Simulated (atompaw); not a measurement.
**Plane-wave convergence, PAW (atompaw) potential for hydrogen (H)**

hydrogen (H), PAW, made with atompaw 4.2.0.5 (PBEsol, non-relativistic). Core none, reference 1s1. Waves: 1s (bound): rc 1.35 bohr; 1s channel at -0.15 Ry: rc 1.35 bohr; 2p channel at 0.4 Ry: rc 1.35 bohr. Local part: bessel scheme, radius 1.05 bohr. Core correction: none. Augmentation charge: sinc compensation charge, radius 1.00 bohr; PAW radius 1.35 bohr; waves and projectors: custom polynom gramschmidtortho.

The pseudo-atom Hamiltonian at the reference potential is diagonalised in spherical Bessel functions j_l(qr) that vanish at 20 bohr, with q² up to the cutoff. All-electron valence levels (Ry): 1s -0.4654.

Problem. How do the lowest levels (Ry) of each channel move with the cutoff, and are there ghosts?

Solution.

```
cutoff (Ry)     s #1    p #1    p #2    d #1    f #1    f #2  Σ f·Δε (mRy)
          8  -0.4420  0.0304  0.1021  0.0769  0.1189  0.2589          23.4
         10  -0.4520  0.0304  0.1020  0.0769  0.1189  0.2589          13.4
         15  -0.4618  0.0304  0.1020  0.0769  0.1189  0.2589           3.6
         18  -0.4643  0.0304  0.1020  0.0769  0.1189  0.2589           1.1
         25  -0.4652  0.0304  0.1020  0.0769  0.1189  0.2589           0.1
         30  -0.4654  0.0304  0.1020  0.0769  0.1189  0.2589           0.0
        400  -0.4654  0.0304  0.1020  0.0769  0.1189  0.2589           0.0
```

Result: no extra level below or beside the all-electron valence levels (s, p, d, f tested); 10 mRy is reached at 12 Ry and 1 mRy at 21 Ry.
